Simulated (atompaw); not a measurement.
**Ir (Z = 77): one change to a PAW (atompaw) potential, before and after**

```json
{"Element": "Ir (Z = 77)", "Generator": "atompaw 4.2.0.5", "Type": "PAW", "Functional": "PBE", "Relativity": "scalar-relativistic", "Frozen core": "[Xe] 4f14", "Valence charge": "9", "Reference configuration": "5d8 6s1 6p0", "Partial waves": "6s (bound); 6s channel at 0.25 Ry; 6p (bound, empty); 6p channel at 1.05 Ry; 5d (bound); 5d channel at 2.1 Ry", "Local potential": "bessel scheme, radius 2.45 bohr", "Core correction": "smooth core density matched at 1.85 bohr", "Augmentation charge": "sinc compensation charge, radius 2.30 bohr; PAW radius 2.85 bohr; waves and projectors: bloechl"}
```

Change: wave 6s channel at 0.25 Ry becomes 6s channel at 8.51 Ry.

Cutoffs: the cutoffs (Ry, on a coarse ladder) from which the occupation-weighted sum of valence levels, in a spherical-Bessel basis at the reference potential, stays within 10 and 1 mRy of its value at 400 Ry; they do not see the model core or the augmentation charge, which bear on the density cutoff.

Task: What does the change do?

Result: The potential gets softer (25 Ry and 30 Ry → 21 Ry and 30 Ry); both files keep a bound ghost (p).

```tsv
quantity	base	changed
cutoff, loose	25 Ry	21 Ry
cutoff, tight	30 Ry	30 Ry
bound ghosts	p	p
s: phases at 2.86 bohr within 0.05 rad from the reference energy up to (Ry; the scan ends near 5)	3.0	2.4
p: phases at 2.86 bohr within 0.05 rad from the reference energy up to (Ry; the scan ends near 5)	4.3	4.3
d: phases at 2.86 bohr within 0.05 rad from the reference energy up to (Ry; the scan ends near 5)	to the end of the scan	to the end of the scan
lowest overlap eigenvalue by channel	s 0.00, p 0.01, d 0.87	s 0.58, p 0.01, d 0.87
```

 A true bound ghost makes a file unfit for plane-wave use even where its test errors are small: the radial tests pick states by their node count and pass the ghost by. The cutoffs see the waves, projectors and local potential, not the compensation charge or the core.
